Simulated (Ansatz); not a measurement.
```yaml
crystal:
  periodic: [false, false, false]
  atoms:
    - {symbol: C, position_ang: [-0.355605, 1.168368, -0.336059]}
    - {symbol: Se, position_ang: [0.485847, 0.583725, 1.229764]}
    - {symbol: Ga, position_ang: [0.504282, -1.565062, 0.847321]}
    - {symbol: Cl, position_ang: [-0.373832, -2.115826, -1.318335]}
    - {symbol: H, position_ang: [-1.213344, 0.894864, -0.417774]}
    - {symbol: H, position_ang: [-0.555584, 2.430910, -0.051363]}
    - {symbol: H, position_ang: [0.434279, 1.293944, -1.341578]}
    - {symbol: H, position_ang: [1.006856, -2.839300, 1.621889]}
basis:
  gaussian: {orbitals: cc-pVTZ, fitting: {mean_field: def2-universal-jkfit}, nuclear_model: gaussian, point_charges: [{charge: 1.00, position_ang: [4.926, 1.000, -0.014]}]}
magnetization: {spin_polarized: true, initial_magnetization: 2}
hamiltonian: {xc: {name: PBE}, dispersion: d3bj}
accuracy: high
output: {forces: true}
```

```sh
$ ansatz run in.yaml --threads 2 --pin off --events-out ev --progress --plain --max-ram 32768MiB --backend cpu
```

Shortened log:

```
Functional definition: PBE
807 factors; integrals over basis functions are off by at most 1.1e0 eV
mean field evaluation 1: about -131315.2776 eV, gradient 5.0e1 eV
mean field evaluation 2: about -131274.5883 eV, gradient 8.4e1 eV
mean field evaluation 4: about -131321.0310 eV, gradient 2.6e1 eV
mean field evaluation 8: about -131324.3675 eV, gradient 1.4e1 eV
mean field evaluation 16: about -131326.5459 eV, gradient 2.1e0 eV
mean field evaluation 32: about -131326.5910 eV, gradient 7.5e-5 eV
mean field -131326.59100192 eV, -4826.1632029600 hartree, gradient 4.5e-8 eV, S^2 2.004325; 10 other end points of the search recorded, 0 dependent functions left out
reference -131326.59100589 eV, -4826.1632031060 hartree; 47, 45 occupied and 159, 161 virtual orbitals, 807 factors
Total energy: -131326.79390540 eV, -4826.1706595252 hartree
Atom 0 at    -0.355605     1.168368    -0.336059 Å, force    11.186291     9.149880    -0.729207 eV/Å
Atom 1 at     0.485847     0.583725     1.229764 Å, force     0.176100     2.970621     1.364956 eV/Å
Atom 2 at     0.504282    -1.565062     0.847321 Å, force     0.553144    -4.427055    -1.448545 eV/Å
Atom 3 at    -0.373832    -2.115826    -1.318335 Å, force     0.220980     0.333613     0.931730 eV/Å
Atom 4 at    -1.213344     0.894864    -0.417774 Å, force   -10.091972    -4.253846    -1.801551 eV/Å
Atom 5 at    -0.555584     2.430910    -0.051363 Å, force     0.668170    -3.159751    -0.826235 eV/Å
Atom 6 at     0.434279     1.293944    -1.341578 Å, force    -2.379389    -0.853803     2.559432 eV/Å
Atom 7 at     1.006856    -2.839300     1.621889 Å, force    -0.255444     0.398345    -0.062376 eV/Å
Dipole moment:    -0.577554     0.796225     0.132327 e Å
```

Hardware: 2 threads of an AMD EPYC 7R13 on a shared host. Wall time 37 s, peak host memory 0.62 GiB.
